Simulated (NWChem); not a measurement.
System: AlGeH₅O; SMILES [AlH]([OH])[GeH3]

```xyz
8

Al    -0.5650     1.2645    -0.0012
Ge     0.0758    -1.1155    -0.0005
H     -0.7113    -1.9173    -1.0608
H      1.5761    -1.3338    -0.2778
H     -0.2379    -1.7803     1.3590
H     -2.0633     1.8049     0.0056
O      0.7168     2.3922    -0.0002
H      0.6210     3.3466     0.0059
```
Atoms are numbered in this order, from 1.

All runs: NWChem. Medium grid unless said otherwise, to which SCAN and Minnesota functionals are sensitive. Geometry: optimised at PBE0/def2-SVP. Hybrids' shares of exact exchange are those that their runs print; pure functionals count as 0. The functionals differ in more than this share.

```csv
row,share of exact exchange,highest occupied level (eV)
PBE/def2-SVP,0.00,-6.41
SCAN/def2-SVP,0.00,-6.72
B3LYP/def2-SVP,0.20,-7.34
M06/def2-SVP,0.27,-7.48
MPW1K/def2-SVP,0.43,withheld
```

Fit a straight line of the last column on the one before it, predict the withheld value, and compare with the run.


1. Means of the 4 shown rows: x = 0.118, y = -6.987. Slope Σ(x − x̄)(y − ȳ)/Σ(x − x̄)² = -0.2035/0.05768 = -3.528; intercept -6.573.
2. The shown rows scatter about the line by 0.116 (root mean square); the largest residual is +0.16, at PBE/def2-SVP.
3. At x = 0.43 (MPW1K/def2-SVP; beyond the shown range) the line gives -8.09.
4. The run gives -8.41, -0.32 from the line, 2.8 times the scatter.
